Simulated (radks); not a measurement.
Problem. The mean radii <r> (bohr) of the occupied orbitals of an atom or ion are listed with their occupations. Calculated with a radial shooting solver on a logarithmic mesh with Libxc functionals: non-relativistic Kohn-Sham, TPSS, spin-polarised, spherical densities, point nucleus; meta-GGA in the generalised Kohn-Sham scheme.

| orbital | occ. | <r> |
|---|---|---|
| 1s up | 1 | 0.03098 |
| 1s down | 1 | 0.03094 |
| 2s up | 1 | 0.1286 |
| 2s down | 1 | 0.1291 |
| 2p up | 3 | 0.1089 |

Name the element and its charge. Open shells, if any, are filled with parallel spins first.

Solution. Z = 49, indium, charge +42: In42+ in [He] 2s2 2p3. The 1s radius gives Z: for a bare nucleus <r> = 1.5/Z, 0.03061 bohr for Z = 49, and screening makes it slightly larger (0.03098 here). The occupations add up to 7, and the charge is Z minus that.
